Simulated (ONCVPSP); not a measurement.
# How hard is this Ta (Z = 73) ONCV potential?

* Element: Ta (Z = 73)
* Generator: ONCVPSP 4.0.1
* Type: optimised norm-conserving Vanderbilt (ONCV)
* Functional: PBEsol
* Relativity: non-relativistic
* Frozen core: [Kr] 4d10 4f14 5s2
* Valence charge: 11
* Reference configuration: 5p6 5d3 (charge +2)
* Partial waves: s scattering state at 0.12 Ha: rc 2.50 bohr, ncon 5, nbas 8, qcut 2.4 1/bohr, 3 projectors, debl 1.5 Ha; 5p: rc 2.00 bohr, ncon 4, nbas 9, qcut 6.4 1/bohr, 2 projectors, debl 2.7 Ha; 5d: rc 2.65 bohr, ncon 3, nbas 8, qcut 7.1 1/bohr, 2 projectors, debl 2.6 Ha
* Local potential: polynomial inside 1.90 bohr (lpopt 5, dvloc0 0 Ha)
* Core correction: Teter function fitted to the true core (icmod 2), fcfact 0.5

In the s channel the program set the typed energies aside and used 0.050, 1.550, 3.050 Ha.

For each optimised wave give the share of its norm inside rc, the residual kinetic energy above qcut (Ha) and the cutoffs (Ha) for errors of 10, 1, 0.1 and 0.01 mHa per electron.

| wave | norm inside rc | residual KE | 10 mHa | 1 mHa | 0.1 mHa | 0.01 mHa |
| --- | --- | --- | --- | --- | --- | --- |
| s projector 1 | 0.167 | 4.3e-03 | 2.5 | 16.8 | 25.2 | 29.1 |
| s projector 2 | 0.113 | 1.3e-01 | 12.9 | 30.9 | 36.4 | 39.8 |
| s projector 3 | 0.091 | 3.3e-01 | 10.1 | 28.2 | 41.7 | 49.3 |
| 5p | 0.912 | 1.3e-06 | 7.5 | 9.5 | 11.6 | 17.1 |
| p projector 2 | 0.089 | 1.1e-05 | 6.8 | 9.1 | 16.2 | 20.8 |
| 5d | 0.833 | 1.7e-10 | 9.7 | 12.8 | 15.6 | 18.0 |
| d projector 2 | 0.156 | 2.8e-09 | 10.7 | 13.9 | 16.8 | 19.3 |

The occupied waves need 13 Ha and 16 Ha for 1 and 0.1 mHa. Note: no bound ghost flagged but for a GHOST(-) flag that falls on a real empty level of the atom; GHOST(+) flagged for s at 92.8 eV, s at 456.5 eV. 2 of 4 tests not solved or not reliable.
